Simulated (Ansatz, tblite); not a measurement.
Species of one formula, Al11Sb10F3 (singlet), each relaxed with r2SCAN-D4/def2-SVP in Ansatz.

In the def2 sets Sb takes a core potential; there is no spin–orbit coupling. The xTB rows come from tblite. Correlated methods freeze 98 core orbitals; core or outer-core shells of Sb are correlated, in sets that lack core-valence functions. Single mean-field runs in def2-SVP, def2-TZVP are fitted with def2-universal-jkfit.

Run but left out: HF/STO-3G (B: restricted singlet, unstable in another Hartree–Fock run and untested here); HF/def2-SVP (B: restricted singlet, unstable towards broken spin symmetry).

B: The restricted singlet is unstable towards broken spin symmetry in Hartree–Fock (as tested in another run); at PBE-D4/def2-SVP, PBE-D4/def2-TZVP, BLYP-D4/def2-TZVP, r2SCAN-D4/def2-TZVP and others this wasn't settled. At MP2/def2-SVP the restricted singlet (for correlated methods, its reference) is unstable: a solution with broken spin symmetry lies lower.

Other spin states weren't relaxed.

A:

```xyz
24

Al   -2.8093   -1.2577    1.3306
Al   -0.3617   -2.7271    0.8581
Al   -3.1200   -2.7657   -1.1950
Al    2.2937   -1.3790    1.7674
Al    0.0568   -1.4190    3.6116
Al    1.6878    2.0133    1.9570
Al   -0.4217   -1.1242   -1.7177
Al    2.4568    0.1344   -0.2792
Al   -0.3611    0.1083    1.0311
Al   -0.6173    1.8521   -2.4419
Al    2.2015    2.9924   -1.5327
F     0.0634   -2.7447   -0.9418
F    -1.4701    1.7476   -3.9000
F     2.9676    3.3341   -2.9981
Sb   -2.8553   -3.8895    1.0762
Sb   -2.0698    0.1219    3.3755
Sb    2.1475    0.2245    3.8748
Sb    1.1888   -3.6883    2.6744
Sb   -2.7605    0.4413   -0.9150
Sb   -0.7409    2.8135    1.2175
Sb    1.5331    0.1780   -2.7854
Sb   -2.6402   -1.4011   -3.2573
Sb    3.8092    2.3066    0.4365
Sb   -0.1785    4.1283   -1.2464
```

B:

Cartesian coordinates in Å:
```
Al -2.353 -0.251 3.991
Al 0.052 -1.476 3.427
Al -1.750 -2.474 -0.050
Al -1.361 0.717 1.424
Al 0.680 0.594 -0.449
Al -0.936 2.834 -0.629
Al 3.245 1.577 -0.902
Al 3.034 -0.924 -0.749
Al 0.505 -2.310 -1.985
Al 1.693 0.388 -3.097
Al 1.380 3.585 -2.079
F 1.243 -2.186 4.378
F -1.816 -4.055 0.545
F -2.087 2.297 0.685
Sb -0.272 1.259 3.787
Sb -2.390 -2.771 3.584
Sb -3.452 -0.995 1.448
Sb 0.911 -1.809 0.782
Sb -1.952 -2.208 -2.659
Sb 1.502 2.996 0.638
Sb -1.009 0.680 -2.728
Sb -1.049 4.147 -2.797
Sb 3.365 2.449 -3.414
Sb 2.816 -2.065 -3.152
```

Task: Estimate their order by electronic energy at PBE0-D4/def2-TZVP, counted from the lowest.

Result: A (0.00) < B (0.68), in eV.

Task: Do the other levels pick the same lowest one?

Result: All that were run do. Energies above each level's lowest (eV):

| level | A | B |
| --- | --- | --- |
| GFN1-xTB | 0.00 | 1.24 |
| PBE-D4/def2-SVP | 0.00 | 0.67 |
| PBE-D4/def2-TZVP | 0.00 | 0.58 |
| BLYP-D4/def2-TZVP | 0.00 | 0.66 |
| r2SCAN-D4/def2-TZVP | 0.00 | 0.58 |
| PBE0-D4/def2-SVP | 0.00 | 0.79 |
| PBE0-D4/def2-TZVP | 0.00 | 0.68 |
| MP2/def2-SVP | 0.00 | 0.46 |
Point groups (tolerance 0.1 Å): A not assigned, B not assigned. From def2-SVP to def2-TZVP the PBE0 values move by up to 0.11 eV, so results in the small set are rough.
